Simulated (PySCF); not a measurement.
SMILES [SiH3][C@H]1C[C@@H]1[AsH2], C3H9AsSi

Cartesian coordinates in Å; atom numbers follow the order of the lines, from 1:
```xyz
14

Si    1.8715    0.8952    0.0151
C     0.3439   -0.0770   -0.4934
C    -0.0595   -1.3099    0.2625
C    -0.8880   -0.0685    0.3683
As   -2.6931   -0.0177   -0.4015
H     1.7152    2.2851   -0.4208
H     2.0018    0.8439    1.4736
H     3.0481    0.2912   -0.6140
H     0.1595   -0.1203   -1.5644
H    -0.4579   -2.1434   -0.3049
H     0.5370   -1.6143    1.1117
H    -0.8123    0.4667    1.3124
H    -2.4806    1.2961   -1.1079
H    -2.2866   -0.7276   -1.6640
```

Theory: TDDFT wB97X-D/aug-cc-pVDZ circular dichroism and optical rotation, one conformer, gas phase (PySCF). Geometry: GFN2-xTB.

The calculation is non-relativistic, which matters for the atoms heavier than Zn.

(1) Draw the ECD and absorption spectra from the lowest 16 states, each a Gaussian of half-width 0.25 eV at 1/e height.

Answers

(1) 
```
E (eV)  λ (nm)  Δε (L mol⁻¹ cm⁻¹)  ε (L mol⁻¹ cm⁻¹)
  5.64     220              -0.43              75.1
  5.79     214              -3.28               582
  5.94     209             -12.26              2270
  6.09     204             -22.09              4970
  6.24     199             -18.17              8370
  6.39     194              -3.22             13200
  6.54     190              +8.07             15400
  6.69     185             +10.61             11000
  6.84     181              +8.70              4850
  6.99     177             +10.17              1870
  7.14     174             +16.03              1670
  7.29     170             +18.17              2150
  7.44     167              +8.84              2710
  7.59     163              -5.04              5500
  7.74     160              -9.50             10900
  7.89     157              +9.17             14100
  8.04     154             +38.85             13200
```
Δε uses R in velocity form, ε uses f in length form. Only the states computed contribute, so the short-wavelength end is incomplete.
